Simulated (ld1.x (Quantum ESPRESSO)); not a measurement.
**cadmium (Cd): variants of one TM potential**

Base potential:

Cd (Z = 48), norm-conserving Troullier–Martins (Kleinman–Bylander form), made with ld1.x (Quantum ESPRESSO) 7.5 (PBE, scalar-relativistic). Core [Kr], reference 4d10 5s2 5p0. Waves: 5s (bound): rc 2.25 bohr; 5p (bound, empty): rc 3.25 bohr; 4d (bound): rc 1.85 bohr. Local part: the d channel. Core correction: a·sin(br)/r model core inside 1.10 bohr.

Cutoffs, loose and tight: the cutoffs (Ry, on a coarse ladder) from which the occupation-weighted sum of valence levels, in a spherical-Bessel basis at the reference potential, stays within 10 and 1 mRy of its value at 400 Ry. They do not see the model core or the augmentation charge, which bear on the density cutoff. Test errors are all-electron minus pseudo excitation energies from the reference, over the configurations 4d10 5s1 5p0; 4d10 5s0 5p0; 4d9 5s0 5p0; 4d10 5s1 5p1; 4d9 5s2 5p0; 4d9 5s2 5p1; 4d10 5s1.5 5p0. A dash means not determined; rows that change the core or the reference have their own tests. The largest error is taken over the tests solved by every variant that gives reliable tests at all: 4d10 5s0 5p0; 4d10 5s1 5p0; 4d10 5s1 5p1; 4d10 5s1.5 5p0; 4d9 5s0 5p0; 4d9 5s2 5p0.

A true bound ghost makes a file unfit for plane-wave use even where its test errors are small: the radial tests pick states by their node count and pass the ghost by. Where a test does run into it, the solver fails or the error is huge.

```csv
change,outcome,"cutoff, loose","cutoff, tight",bound ghosts,largest test error (meV)
base,generated,60 Ry,100 Ry,"s, p",-87
wave 5p (bound): rc 3.25 bohr becomes 5p (bound): rc 2.04 bohr,generated,70 Ry,100 Ry,"s, p",-87
"type PAW; waves now 5s (bound): rcut 1.95, rcutus 2.25 bohr; 5s channel at 0.15 Ry: rcut 1.95, rcutus 2.25 bohr; 5p (bound): rcut 2.85, rcutus 3.25 bohr; 5p channel at 2.1 Ry: rcut 2.85, rcutus 3.25 bohr; 4d (bound): rcut 1.60, rcutus 1.85 bohr; 4d channel at 0.35 Ry: rcut 1.60, rcutus 1.85 bohr; local potential all-electron potential smoothed inside 1.70 bohr (lloc = -2); augmentation PSQ, inside the norm-conserving radii",generated,35 Ry,55 Ry,none,-131
core correction a·sin(br)/r model core inside 1.76 bohr,generated,60 Ry,100 Ry,"s, p",-70
local potential the p channel,generated,70 Ry,100 Ry,none,-349
wave 5s (bound): rc 2.25 bohr becomes 5s (bound): rc 2.08 bohr,generated,60 Ry,100 Ry,"s, p",-88
"all radii but the core radius scaled by about 1.09 (s 2.46, p 3.56, d 2.02 bohr)",generated,55 Ry,90 Ry,"s, p",-132
```

Q: What comes out with this change to the base: wave 4d (bound): rc 1.85 bohr becomes 4d (bound): rc 1.26 bohr?

A: outcome: generated; cutoff, loose: 90 Ry; cutoff, tight: 120 Ry; bound ghosts: s, p; largest test error (meV): -70.
